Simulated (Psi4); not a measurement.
HfO2, charge -1, doublet, at a GFN2-xTB geometry (such geometries of metal compounds can be far from the true shape) (the multiplicity is a formal guess) (core potentials on Hf) (a gas-phase anion, which may not be bound at this level); PBE/def2-SVP (Psi4 1.11).

Input for Psi4:
```
memory 2 GB

molecule {
-1 2
Hf    0.07930449   -0.00091257    0.09359019
O     0.87529993    0.28197236   -1.46253691
O    -1.58904031   -0.27375928    0.62022524
}

set {
  basis def2-svp
  reference uks
}

energy('pbe')
print_variables()
```

It wrote (shortened):

```
   => Loading Basis Set <=

    Name: DEF2-SVP
    Role: ORBITAL
    Keyword: BASIS

    !!!  WARNING: ECP capability is in beta. Please check occupations closely.  !!!

         ---------------------------------------------------------
                                   SCF
               by Justin Turney, Rob Parrish, Andy Simmonett
                          and Daniel G. A. Smith
                              UKS Reference
         ---------------------------------------------------------

  ==> Geometry <==

    Molecular point group: c2v
    Full point group: C2v

    Geometry (in Angstrom), charge = -1, multiplicity = 2:

       Center              X                  Y                   Z               Mass
    ------------   -----------------  -----------------  -----------------  -----------------
         HF          -0.000000000000     0.000000000000     0.101841591999   179.946557000000
         O            1.637048307752     0.000000000000    -0.572870949156    15.994914619570
         O           -1.637048307752    -0.000000000000    -0.572870949156    15.994914619570

  Running in c2v symmetry.

  Rotational constants: A =      1.36336  B =      0.19664  C =      0.17185 [cm^-1]
  Rotational constants: A =  40872.35818  B =   5894.97934  C =   5151.92268 [MHz]
  Nuclear repulsion =   67.725568660449170

  Charge       = -1
  Multiplicity = 2
  Electrons    = 29
  Nalpha       = 15
  Nbeta        = 14

  ==> Algorithm <==

  SCF Algorithm Type is DF.
  DIIS enabled.
  MOM disabled.
  Fractional occupation disabled.
  Guess Type is SAD.
  Energy threshold   = 1.00e-06
  Density threshold  = 1.00e-06
  Integral threshold = 1.00e-12

  ==> Primary Basis <==

  Basis Set: DEF2-SVP
    Blend: DEF2-SVP
    Number of shells: 24
    Number of basis functions: 60
    Number of Cartesian functions: 67
    Spherical Harmonics?: true
    Max angular momentum: 3

  Core potential: DEF2-SVP
    Number of shells: 4
    Number of ECP primitives: 10
    Number of ECP core electrons: 60
    Max angular momentum: 3

  ==> DFT Potential <==

   => LibXC <=

    Version 7.1.2
    S. Lehtola, C. Steigemann, M. J. T. Oliveira, and M. A. L. Marques,  SoftwareX 7, 1–5 (2018) (10.1016/j.softx.2017.11.002)

   => Composite Functional: PBE <=

    PBE GGA Exchange-Correlation Functional

    J.P. Perdew et. al., Phys. Rev. Lett., 77(18), 3865-3868, 1996

    Deriv               =              1
    GGA                 =           TRUE
[...]
   @S^2 Expected:                7.500000000E-01
   @S^2 Observed:                7.528514460E-01
   @S   Expected:                5.000000000E-01
   @S   Observed:                5.000000000E-01

    Orbital Energies [Eh]
    ---------------------

    Alpha Occupied:

[...]
    Alpha Virtual:

[...]
    Beta Occupied:

[...]
    Beta Virtual:

[...]
      25A1   707.220071

    Final Occupation by Irrep:
             A1    A2    B1    B2
    DOCC [     6,    1,    5,    2 ]
    SOCC [     1,    0,    0,    0 ]
    NA   [     7,    1,    5,    2 ]
    NB   [     6,    1,    5,    2 ]

  @DF-UKS Final Energy:  -198.27894090480581

   => Energetics <=

    Nuclear Repulsion Energy =             67.7255686604491700
    One-Electron Energy =                -428.5381543532318460
    Two-Electron Energy =                 185.7582890970665233
    DFT Exchange-Correlation Energy =     -23.2246443090896300
    Empirical Dispersion Energy =           0.0000000000000000
    VV10 Nonlocal Energy =                  0.0000000000000000
    Total Energy =                       -198.2789409048058076

  UHF NO Occupations:
  HONO-2 :    6 A1 1.9995497
  HONO-1 :    2 B2 1.9994893
  HONO-0 :    7 A1 1.0000000
  LUNO+0 :    3 B2 0.0005107
  LUNO+1 :    8 A1 0.0004503
  LUNO+2 :    2 A2 0.0002044
  LUNO+3 :    6 B1 0.0001541

Computation Completed

Properties will be evaluated at   0.000000,   0.000000,   0.000000 [a0]

Properties computed using the SCF density matrix

 Multipole Moments:

 ------------------------------------------------------------------------------------
     Multipole            Electronic (a.u.)      Nuclear  (a.u.)        Total (a.u.)
 ------------------------------------------------------------------------------------

 L = 1.  Multiply by 2.5417464519 to convert [e a0] to [Debye]
 Dipole X            :          0.0000000            0.0000000            0.0000000
 Dipole Y            :          0.0000000            0.0000000            0.0000000
 Dipole Z            :         16.0143591          -15.0116746            1.0026845
 Magnitude           :                                                    1.0026845

 ------------------------------------------------------------------------------------

  Variable Map:
  ----------------------------------------------------------------------------
[...]
  Array Variable Map:
  ----------------------------------------------------------------------------
[...]
[...]
```
